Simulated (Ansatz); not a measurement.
Molecule: CH$_{2}$N, net charge -1, singlet state. 
Geometry from a B3LYP-D3(BJ)/def2-TZVP (Ansatz, a program for electronic structure) optimisation:
```
C
N 1 1.2341
H 1 1.1553 2 126.44
H 1 1.1553 3 107.12 2 180.00
```
Charge -1, spin multiplicity 1.

Basis-set convergence of Hartree-Fock and CCSD(T) correlation energies (hartree) with Ansatz. Cores are frozen in the correlated levels unless marked. No spin-orbit coupling. No relativistic terms. This anion needs diffuse functions, which these sets lack.

```csv
basis,functions,E(HF),"E(corr, CCSD(T))",rough core time
def2-SVP,38,-93.29823,-0.33217,under 20 s
def2-TZVPP,90,-93.42027,-0.40945,under 20 s
def2-QZVPP,174,___,___,20 s
```

Q: What belongs in the gaps?

A: 
- def2-QZVPP, E(HF): -93.42756
- def2-QZVPP, E(corr, CCSD(T)): -0.43374
